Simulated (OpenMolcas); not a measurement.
Mo5+ among 4 point charges of -2 e arranged as a tetrahedron (Td), 2.2 Å from the ion.

```
Program             : OpenMolcas
Method              : SS-CASPT2, IPEA 0.25 Eh, imaginary shift 0.1 Eh (closed shells correlated: 4s 4p)
Basis               : ANO-RCC-VDZP [6s5p3d1f]
Scalar Hamiltonian  : DKH2, point nucleus
Active space        : 1 electron in 5 orbitals (4d)
State averaging     : 2S+1 = 2 even, 5 roots
Spin-orbit coupling : RASSI with atomic mean-field integrals over the reference wave functions
```

Q: What is the spin-free ground state (labels of Td)?

A: 2E, 2-fold in its orbital part, 100 % from free-ion D terms; it has the highest spin that d1 allows.

Q: Where is the first state of the same spin?

A: 2T2 at 2260 cm-1 above the ground state.

Q: What are the lowest two levels with spin-orbit coupling?

A: A 4-fold level Γ8, then a 4-fold level Γ8 3050 cm-1 above it. Their leading multiplicities are 2 (100 %) and 2 (100 %).

Q: What is χT at 300 K, and how does it compare with the textbook value?

A: The lowest level has 2S+1 = 2, for which the spin-only value is χT = S(S+1) / 2 = 0.375 cm3 K/mol (g = 2). The computed 0.226 at 300 K differs by -0.149, through orbital momentum, spin-orbit coupling and any other state in reach.

Q: Which ligand-field parameters describe the states?

A: The gap between the two states is 10Dq = -2262 cm-1 (negative for this site). 

Roots that are degenerate in the reference are averaged as groups; the widest CASPT2 spread within a group is 120 cm-1 (the 3-fold group of multiplicity 2 near 2260 cm-1 above the lowest state of its run). Shifts and gaps below about the spread of the groups concerned are not significant. An orbital doublet at a regular site is open to a Jahn-Teller distortion, which this geometry leaves out. The ground term spreads over less than 5000 cm-1, several times less than with real ligands, so orbital moments are less quenched and χT lies further from the spin-only value than at real sites. Free-ion shares, where given, are those of the reference states; single-state CASPT2 does not remix them. This is an electrostatic model: the charges have no orbitals. No measured value stands beside these numbers.
